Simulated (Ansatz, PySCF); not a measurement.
**Bi(CH3)I2 in two programs**

Bi(CH3)I2 (singlet), relaxed with PySCF 2.14.0, RKS PBE, Bi def2-SVP with ECP60, C def2-SVP, H def2-SVP, I def2-SVP with ECP28; non-relativistic Hamiltonian with scalar-relativistic core potentials where named; density fitting; no spin-orbit coupling:

```xyz
7

Bi    0.6490    0.0000    0.8827
C     2.6589    0.0000   -0.2319
H     2.4492    0.0000   -1.3169
H     3.2172    0.9121    0.0543
H     3.2172   -0.9121    0.0543
I    -0.3749    2.2405   -0.5659
I    -0.3749   -2.2405   -0.5659
```

There the HOMO–LUMO gap is 2.77 eV. 

The same geometry by Ansatz 0.2.0 (PBE, PAW, a periodic box with 9 Å of vacuum):

```csv
spin-orbit coupling,gap (eV),largest force component (eV/Å)
without,2.84,0.36
```

(1) What does the run with spin-orbit coupling give?

The spin-orbit runs use fully relativistic datasets of their own, so changes of a few hundredths of an eV needn't come from the coupling.

## Answers

(1) gap (eV): 2.48, largest force component (eV/Å): 0.37. It took 29 s on 2 threads of Arm Neoverse V2, with other jobs on the host, peak memory 2.7 GiB.
